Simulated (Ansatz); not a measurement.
Harmonic frequencies (cm⁻¹) at PBE0-D4/def2-TZVP from Ansatz: 86, 140, 148, 266, 300, 411, 611, 643, 700, 729, 780, 920, 932, 947, 965, 1121, 1439, 1648, 2149, 2218, 2226, 2234, 3124, 3202.

Which molecule is it?
A. `C1[SiH2]C[Te]1`
B. `C=C[Te][SiH3]`
C. `[TeH][SiH]1CC1`
D. `C=C([SiH3])[TeH]`

D.
